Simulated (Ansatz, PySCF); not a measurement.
Bond stretch in H2Be, SMILES [BeH2]. The Be1–H3 bond (Be1 also carries H; H3 carries nothing else) is stretched with both fragments frozen at the PBE0/def2-TZVP optimised geometry. Each curve is given relative to its own lowest point near equilibrium.

```json
[
 {"R / Å": "0.99", "A": "1.469", "B": "1.518", "C": "1.534"},
 {"R / Å": "1.08", "A": "0.677", "B": "0.710", "C": "0.718"},
 {"R / Å": "1.11", "A": "0.497", "B": "0.526", "C": "0.532"},
 {"R / Å": "1.20", "A": "0.147", "B": "0.162", "C": "0.165"},
 {"R / Å": "1.26", "A": "0.037", "B": "0.044", "C": "0.045"},
 {"R / Å": "1.32", "A": "0.000", "B": "0.001", "C": "0.001"},
 {"R / Å": "1.34", "A": "0.001", "B": "0.000", "C": "0.000"},
 {"R / Å": "1.38", "A": "0.021", "B": "0.016", "C": "0.015"},
 {"R / Å": "1.43", "A": "0.073", "B": "0.063", "C": "0.062"},
 {"R / Å": "1.47", "A": "0.132", "B": "0.120", "C": "0.118"},
 {"R / Å": "1.57", "A": "0.335", "B": "0.317", "C": "0.313"},
 {"R / Å": "1.64", "A": "0.510", "B": "0.488", "C": "0.482"},
 {"R / Å": "1.80", "A": "0.965", "B": "0.940", "C": "0.927"},
 {"R / Å": "2.00", "A": "1.573", "B": "1.550", "C": "1.520"},
 {"R / Å": "2.21", "A": "2.196", "B": "2.179", "C": "2.117"},
 {"R / Å": "2.39", "A": "2.692", "B": "2.681", "C": "2.578"},
 {"R / Å": "2.64", "A": "3.278", "B": "3.304", "C": "3.116"},
 {"R / Å": "2.99", "A": "3.760", "B": "4.026", "C": "3.660"},
 {"R / Å": "3.23", "A": "3.942", "B": "4.425", "C": "—"},
 {"R / Å": "3.66", "A": "4.113", "B": "4.973", "C": "—"},
 {"R / Å": "4.07", "A": "4.181", "B": "5.336", "C": "—"},
 {"R / Å": "4.71", "A": "4.216", "B": "5.684", "C": "—"}
]
```

Energies in eV.

**Question.** Assign the columns to these levels of theory: CCSD on RHF/cc-pVTZ, frozen core in Ansatz (an electronic-structure program); restricted TPSSh/cc-pVTZ in PySCF; unrestricted B3LYP/cc-pVTZ in PySCF 2.14.0.

**Answer.** A is UKS-B3LYP; B is RKS-TPSSh; C is RCCSD.

A dash means that the run gave no value there, or that the column was ended at a point which the program doubted or which failed a test of continuity chosen for this set; such a test can also cut sound points.

The T1 diagnostic of CCSD on the restricted reference of RCCSD exceeds 0.045 at 2.99 to 4.71 Å. At the longest distance RKS-TPSSh leaves fractional charges on the fragments, a sign of delocalisation error or of the restricted form. The restricted form behind RKS-TPSSh keeps the bonding electrons paired and can't separate into open-shell fragments. The unrestricted determinant behind UKS-B3LYP is spin-contaminated at 2.64 to 4.71 Å (<S²> up to 1.0, against 0.00 for a pure singlet).
